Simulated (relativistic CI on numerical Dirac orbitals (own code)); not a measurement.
# Ni³⁺ in a cubic cluster: 2p photoemission with charge transfer

Computed with a charge-transfer multiplet model of a cubic metal-ligand cluster with up to 3 ligand holes, Slater and spin-orbit integrals from Dirac-Coulomb-Breit ions, Slater integrals scaled by 0.7. The ground state mixes d7 with configurations of k ligand holes L, whose averages lie at kΔ + k(k − 1)U_dd/2; a core hole lowers each added d electron by U_cd. 20 K, Lorentzian 0.6 eV and Gaussian 0.8 eV FWHM.

Atomic integrals in eV (Slater integrals scaled, ζ unscaled), ground: F2dd 9.255, F4dd 5.778, zeta_d 0.089; with the core hole: F2dd 10.444, F4dd 6.555, zeta_d 0.124, zeta_core 11.400, F2cd 6.313, G1cd 4.879, G3cd 2.777.

Cluster parameters (eV): Δ = 2.3, U_cd = 10.1, 10Dq = 1.1, 10Dq(ligand) = 0.9, V(eg) = 2.15, V(t2g) = -1.14, final-state hopping factor = 0.9.

| Case | n_d | d7 | d8L | d9L2 | d10L3 | S |
| --- | --- | --- | --- | --- | --- | --- |
| U_dd = 6 eV | 7.49 | 0.55 | 0.41 | 0.04 | 0.00 | 0.74 |
| U_dd = 7.4 eV | 7.46 | 0.57 | 0.40 | 0.03 | 0.00 | 0.80 |
| U_dd = 8.1 eV | 7.45 | 0.58 | 0.39 | 0.03 | 0.00 | 0.83 |
| U_dd = 8.8 eV | 7.44 | 0.59 | 0.39 | 0.02 | 0.00 | 0.86 |
| U_dd = 9.5 eV | 7.42 | 0.60 | 0.38 | 0.02 | 0.00 | 0.88 |

Weights, n_d and S are thermal averages at 20 K. Binding energies count from the first peak over 30 % of the highest in each spectrum, which can be another peak from case to case. The parameters are a model scan and need not match a compound or its usual spin state. Peaks in eV (height, largest 100):
- U_dd = 6 eV: 0.0 (100), 6.2 (56), 11.7 (26), 13.9 (23), 17.6 (53), 24.0 (27), 28.8 (11), 32.7 (17)
- U_dd = 7.4 eV: 0.0 (100), 6.5 (41), 8.4 (26), 12.9 (29), 17.7 (50), 25.5 (21), 31.0 (17), 32.1 (13)
- U_dd = 8.1 eV: 0.0 (100), 4.7 (13), 6.8 (37), 8.6 (24), 10.6 (14), 12.7 (27), 14.4 (17), 17.8 (48), 25.7 (22), 31.4 (19)
- U_dd = 8.8 eV: 0.0 (100), 7.1 (36), 9.0 (22), 10.7 (17), 12.5 (26), 14.2 (16), 17.8 (46), 25.9 (22), 31.2 (18)
- U_dd = 9.5 eV: 0.0 (100), 7.4 (36), 9.5 (21), 10.7 (19), 12.3 (26), 17.8 (45), 26.2 (22), 31.1 (18)

Curve for U_dd = 8.8 eV (points under 2 left out, the grid thinned):

(E (eV), Intensity): (-3.3, 2.0), (-2.4, 3.7), (-1.6, 8.6), (-0.7, 49.7), (0.1, 98.0), (1.0, 53.3), (1.8, 27.6), (2.7, 20.6), (3.5, 15.5), (4.4, 12.9), (5.2, 11.2), (6.1, 16.2), (6.9, 35.2), (7.8, 26.9), (8.6, 21.3), (9.5, 19.7), (10.3, 16.4), (11.2, 15.0), (12.0, 21.2), (12.9, 22.5), (13.7, 16.0), (14.6, 15.5), (15.5, 14.7), (16.3, 13.5), (17.2, 33.5), (18.0, 44.5), (18.9, 30.3), (19.7, 21.8), (20.6, 10.3), (21.4, 5.7), (22.3, 3.7), (23.1, 3.6), (24.0, 8.2), (24.8, 13.0), (25.7, 20.8), (26.5, 15.6), (27.4, 5.1), (28.2, 2.9), (29.1, 4.3), (29.9, 7.6), (30.8, 15.8), (31.6, 16.5), (32.5, 10.2), (33.3, 4.9), (34.2, 2.0)

For the case U_dd = 8.1 eV, Δ = 2.3 eV is smaller than U_dd = 8.1 eV, the charge-transfer side of the Zaanen-Sawatzky-Allen scheme. With the core hole the average of the configuration with one ligand hole lies at Δ − U_cd = -7.8 eV before mixing: it lies below the unscreened one, so the lowest final states are mostly screened and the unscreened weight appears at higher binding energy as a satellite.
